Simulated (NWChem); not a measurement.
CH4O3Si; SMILES O=C([SiH2]O)O

```xyz
9

O      1.3480    -0.9553     0.0000
C      0.1346    -0.8387     0.0000
O     -0.6973    -1.9008     0.0000
Si    -0.6661     0.9141     0.0000
O      0.6641     1.9011     0.0000
H     -0.1383    -2.7063     0.0000
H     -1.5020     1.0790     1.2140
H     -1.5020     1.0790    -1.2140
H      1.4819     1.3724     0.0000
```
Atoms are numbered in this order, from 1.

All runs: NWChem. Pople sets run with spherical d functions. Coordinates come from a B3LYP/6-31G* (spherical d) optimisation. Atomic charges in e: unrestrained fits to the electrostatic potential beside Mulliken populations; buried atoms are poorly determined by the fit.

For level Hartree-Fock/6-31G*:

```yaml
Mulliken O1: -0.58
Mulliken C2: 0.50
Mulliken O3: -0.73
ESP Si4: 0.81
Mulliken Si4: 1.02
ESP O5: -0.72
Mulliken O5: -0.90
```

Q: What are these values for level B3LYP/def2-SVP?

A: 
- Mulliken O1 = -0.26
- Mulliken C2 = 0.03
- Mulliken O3 = -0.18
- ESP Si4 = 0.68
- Mulliken Si4 = 0.65
- ESP O5 = -0.61
- Mulliken O5 = -0.39
